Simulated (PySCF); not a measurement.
**Vibration and rotation of NaZn**

UHF-SCS-MP2 constants of NaZn, ²Σ⁺ (doublet), unpaired electrons σ ↑ (Na 6-31G(d,p), Zn 6-31G(d,p); no relativity (PySCF 2.14); masses 22.9898 and 63.9291 u):

```
ωe            : 131.5 cm⁻¹
ωexe          : 3.5 cm⁻¹
Be            : 0.11634 cm⁻¹
αe            : 0.00251 cm⁻¹
De to Na + Zn : 0.125 eV
```

(1) What force constant and bond length do these constants imply?

(2) Estimate the centrifugal constant D from the Kratzer relation and find the Dunham coefficient a1.

Correlated steps freeze 6 core orbitals. The bond is weak. Basis-set superposition, not corrected here, can be much of De in a small basis, most of all at correlated wavefunction levels. The state was picked by a PBE0 search and need not be the measured ground state.

## Answers

(1) Reduced mass μred = 16.909 u; k = 5.8918×10⁻⁷·μred·ωe² (u, cm⁻¹, mdyn/Å) = 0.172 mdyn/Å; Re = √(16.8576/(μred·Be)) (u, cm⁻¹, Å) = 2.927 Å.

(2) D = 4Be³/ωe² = 3.64e-07 cm⁻¹; a1 = −1 − αeωe/(6Be²) = -5.06.
